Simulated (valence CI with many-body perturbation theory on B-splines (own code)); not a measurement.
E1 transitions of Cu¹⁵⁺

Computed by configuration interaction combined with many-body perturbation theory (CI+MBPT): four valence electrons over a frozen Dirac-Fock core [Ne], radial functions for each j: 11 s, 11 p, 10 d, 8 f, 5 g, 2 h, with the one-electron correlation potential Σ1, the two-electron term Σ2, the three-electron term Σ3, Breit, model QED; selected CI, second order for the rest, scaled by the run's own slope (own B-spline code, finite nucleus).

No measured levels were compared; by estimate levels of excited configurations hold to 0.05 to 0.15 % of their energy, terms of the ground configuration to about 0.5 %. Among the levels kept, up to 830 cm⁻¹ of a level comes from second order outside the variational space, and about a tenth of that is noise between levels of different J, which matters for small intervals.

Lines 101 to 150 of 563 in falling wavelength, among levels below 182.54 eV, chosen from the strongest by gf and those to the six lowest levels. Wavelengths and rates use the calculated energies, so an error of 200 cm⁻¹ moves a line at 24.31 nm by 0.049 % and its rate by three times that or more. Electric multipoles are in the length gauge, E1 and E2 with the static RPA response of the core. Weak lines are less certain than strong ones. Lines between different terms over intervals too small for the method are left out, as are lines whose strength nearly cancels. Where a level lies close to another of its J and parity, the split of strength between their lines is uncertain. The highest levels of a list are the least certain.

Names give the largest LS component (configuration and term), which can be under half, so a name can repeat, a term be missing and a line seem to break the LS rules; names also repeat where a configuration has a term twice. Letters in brackets count levels of one name in rising energy.

```tsv
λ vac (nm)	Upper	Lower	A (s⁻¹)	S (a.u.)
24.31	3s3p²3d ³F_2 [c]	3s²3p3d ³D°_1	1.00e+10	3.55e-01
24.19	3p³3d ³G°_5	3s3p²3d ³F_4 [a]	3.09e+09	2.37e-01
24.16	3s3p3d² ³H°_5	3s3p²3d ³F_4 [c]	1.74e+09	1.33e-01
24.11	3p³3d ³F°_4 [b]	3s3p²3d ³D_3 [a]	2.80e+09	1.74e-01
24.10	3p³3d ³F°_4 [a]	3s3p²3d ⁵D_4	6.71e+09	4.17e-01
24.06	3s3p³ ³P°_1	3s²3p² ³P_0	1.72e+09	3.55e-02
23.99	3p³3d ³F°_3 [b]	3s3p²3d ³G_4	9.12e+09	4.35e-01
23.89	3p³3d ³D°_3 [a]	3s3p²3d ⁵D_4	2.00e+09	9.42e-02
23.87	3p³3d ³F°_4 [b]	3s3p²3d ³G_5	8.98e+09	5.42e-01
23.80	3p³3d ³F°_4 [a]	3s3p²3d ⁵D_3	1.45e+09	8.68e-02
23.77	3s3p²3d ³F_3 [c]	3s²3p3d ³P°_2	5.91e+09	2.74e-01
23.73	3p³3d ³F°_2 [b]	3s3p²3d ³G_3	9.19e+09	3.03e-01
23.72	3p³3d ³G°_4	3s3p²3d ³F_3 [a]	3.01e+09	1.78e-01
23.67	3s3p³ ¹D°_2	3s²3p² ³P_2	1.99e+08	6.52e-03
23.59	3p³3d ³P°_1 [c]	3s3p²3d ³D_2 [a]	5.00e+09	9.71e-02
23.58	3s3p³ ¹P°_1	3s²3p² ¹S_0	5.59e+09	1.08e-01
23.54	3p³3d ⁵D°_1	3s3p²3d ⁵D_2	1.19e+10	2.31e-01
23.54	3p³3d ⁵D°_2	3s3p²3d ⁵D_3	7.51e+09	2.42e-01
23.53	3p³3d ⁵D°_3	3s3p²3d ⁵D_4	2.50e+09	1.13e-01
23.50	3p³3d ³G°_3	3s3p²3d ³F_2 [a]	3.65e+09	1.64e-01
23.49	3p³3d ³F°_4 [a]	3s3p²3d ⁵F_5	7.93e+09	4.56e-01
23.47	3s3p²3d ³F_4 [b]	3s²3p3d ³F°_4	3.16e+09	1.82e-01
23.44	3p³3d ⁵D°_0	3s3p²3d ⁵D_1	1.74e+10	1.11e-01
23.43	3p³3d ⁵D°_4	3s3p²3d ⁵D_4	1.99e+09	1.14e-01
23.39	3p³3d ⁵D°_1	3s3p²3d ⁵D_0	4.99e+09	9.46e-02
23.37	3p³3d ³F°_3 [a]	3s3p²3d ⁵F_4	2.51e+09	1.11e-01
23.32	3p³3d ⁵D°_2	3s3p²3d ⁵D_1	4.74e+09	1.48e-01
23.30	3s3p²3d ³F_3 [b]	3s²3p3d ³F°_3	4.46e+09	1.95e-01
23.23	3s3p²3d ³D_3 [d]	3s²3p3d ³D°_2	7.22e+09	3.13e-01
23.22	3s3p²3d ³F_2 [b]	3s²3p3d ³F°_2	6.49e+09	2.00e-01
23.15	3s3p3d² ³G°_4	3s3p²3d ³D_3 [c]	3.03e+09	1.67e-01
23.15	3p³3d ⁵D°_4	3s3p²3d ⁵D_3	1.99e+09	1.10e-01
23.12	3s3p²3d ³D_3 [d]	3s²3p3d ³D°_3	1.21e+10	5.16e-01
23.10	3p³3d ⁵D°_3	3s3p²3d ⁵D_2	3.20e+09	1.36e-01
22.95	3s3p²3d ³D_2 [d]	3s²3p3d ³D°_2	7.55e+09	2.25e-01
22.90	3s3p³ ¹D°_2	3s²3p² ³P_1	1.95e+08	5.77e-03
22.89	3p³3d ³D°_3 [c]	3s3p²3d ³F_4 [b]	8.04e+09	3.33e-01
22.88	3s3p3d² ³G°_5	3s3p²3d ³F_4 [c]	9.94e+09	6.46e-01
22.86	3p³3d ³F°_4 [a]	3s3p²3d ⁵F_4	2.52e+09	1.34e-01
22.85	3p³3d ⁵D°_4	3s3p²3d ⁵F_5	1.25e+10	6.64e-01
22.83	3s3p²3d ¹D_2 [b]	3s²3p3d ³D°_2	7.96e+09	2.34e-01
22.77	3s3p³ ³S°_1	3s²3p² ¹D_2	3.13e+08	5.48e-03
22.73	3s3p²3d ³D_2 [d]	3s²3p3d ³P°_1	5.73e+09	1.66e-01
22.66	3s3p3d² ³G°_3 [a]	3s3p²3d ³F_2 [c]	1.49e+10	5.98e-01
22.61	3s3p²3d ¹D_2 [b]	3s²3p3d ³P°_1	3.14e+09	8.95e-02
22.61	3s3p²3d ¹D_2 [a]	3s²3p3d ³P°_2	3.49e+09	9.95e-02
22.55	3s3p²3d ³D_3 [d]	3s²3p3d ¹D°_2	3.00e+09	1.19e-01
22.48	3s3p²3d ³D_1 [d]	3s²3p3d ³P°_1	1.92e+10	3.23e-01
22.40	3s3p3d² ³G°_4	3s3p²3d ³F_3 [c]	9.78e+09	4.88e-01
22.34	3p³3d ⁵D°_3	3s3p²3d ⁵F_4	1.03e+10	3.96e-01
```
